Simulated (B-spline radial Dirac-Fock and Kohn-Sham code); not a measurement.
**Electron momentum distribution of Mn¹⁵⁺: Compton profiles**

System: Mn¹⁵⁺, configuration [He] 2s2 2p6.

Model: the impulse approximation on configuration-average Dirac-Fock orbitals. Program: a radial B-spline solver. pz is in atomic units of momentum; subshell profiles are per electron, for a selection of subshells; open shells are spread over both j values by their weights.

```csv
pz,J total,J 1s1/2,J 2p1/2,J 2p3/2
0,0.7242,0.0345,0.0659,0.0665
0.32,0.7224,0.0345,0.0659,0.0665
0.43,0.7210,0.0345,0.0659,0.0665
0.57,0.7186,0.0344,0.0659,0.0665
0.77,0.7140,0.0344,0.0659,0.0665
1,0.7071,0.0343,0.0658,0.0665
1.4,0.6911,0.0341,0.0657,0.0663
1.8,0.6703,0.0339,0.0653,0.0659
2.4,0.6314,0.0335,0.0641,0.0647
3.3,0.5600,0.0326,0.0607,0.0612
4.4,0.4631,0.0313,0.0537,0.0540
5.9,0.3378,0.0290,0.0412,0.0411
7.8,0.2168,0.0257,0.0260,0.0257
10,0.1306,0.0216,0.0138,0.0135
14,0.05848,0.0147,0.00404,0.00389
19,0.02572,0.00846,0.000942,0.000887
25,0.01098,0.00416,0.000201,0.000185
```

J(0) = 0.7242. The 2p3/2 subshell gives the largest part, 37 %.

Mean momentum ⟨p⟩ by subshell (a.u.): 1s1/2 21.2, 2s1/2 7.11, 2p1/2 9.53, 2p3/2 9.42.

Values without a named source are computed, but for edge energies of neutral atoms, which are taken from tables.
